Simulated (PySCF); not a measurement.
Two species compared at the same levels of theory.

First species: C4H14O2Si2.
InChI=1S/C4H14O2Si2/c1-4(7)3-6-8-5-2/h4H,3,8H2,1-2,7H3/t4-/m1/s1

Second species: C₄H₄F₄OSi.
Numbering: `[O:1]=[CH:2]/[C:3](=[CH:4]\[C:5]([F:6])([F:7])[F:8])[SiH2:9][F:10]` (hydrogens: H11 on C2; H12 on C4; H13, H14 on Si9)

Levels: PBE0/pcSseg-1 for dipole moment, HOMO energy, LUMO energy and HOMO–LUMO gap; GFN2-xTB for rotational constant A and rotational constant C. Geometries: GFN2-xTB. All species are isolated and taken at one optimised geometry, non-relativistic unless stated. Electronic properties by PySCF.

Dipoles, sizes and rotational constants follow the conformer. The torsions of the flexible species, by atom-mapped SMILES:
- `[CH3:1][O:2][SiH2:3][O:4][CH2:5][C@@H:6]([CH3:7])[SiH3:8]`: C1–O2–Si3–O4 176°, O2–Si3–O4–C5 52°, Si3–O4–C5–C6 -168°, O4–C5–C6–C7 -160°
- `[O:1]=[CH:2]/[C:3](=[CH:4]\[C:5]([F:6])([F:7])[F:8])[SiH2:9][F:10]`: O1–C2–C3–C4 179°, C3–C4–C5–F6 -60°, C2–C3–Si9–F10 180°

Values for the first species:

- Dipole moment: 2.43 D
- HOMO energy: -8.01 eV
- LUMO energy: 0.85 eV
- HOMO–LUMO gap: 8.86 eV
- Rotational constant A: 3.023 GHz
- Rotational constant C: 0.532 GHz

Problem. Estimate the same properties for the second species, and the change in each.

Solution. 
```tsv
property	first	second	second less first
dipole moment	2.43 D	0.52 D	-1.91 D
HOMO energy	-8.01 eV	-8.41 eV	-0.40 eV
LUMO energy	0.85 eV	-3.03 eV	-3.88 eV
HOMO–LUMO gap	8.86 eV	5.38 eV	-3.48 eV
rotational constant A	3.023 GHz	1.720 GHz	-1.303 GHz
rotational constant C	0.532 GHz	0.533 GHz	+0.001 GHz
```

On the first: In atomic units the dipole is 0.96 e·bohr (1 au = 2.5417 D). A dipole of 2.43 D is allowed in C1, and pure rotational transitions are dipole-allowed.

On the second: The dipole matches unit charges of opposite sign 0.11 Å apart (1 e·Å = 4.8032 D).
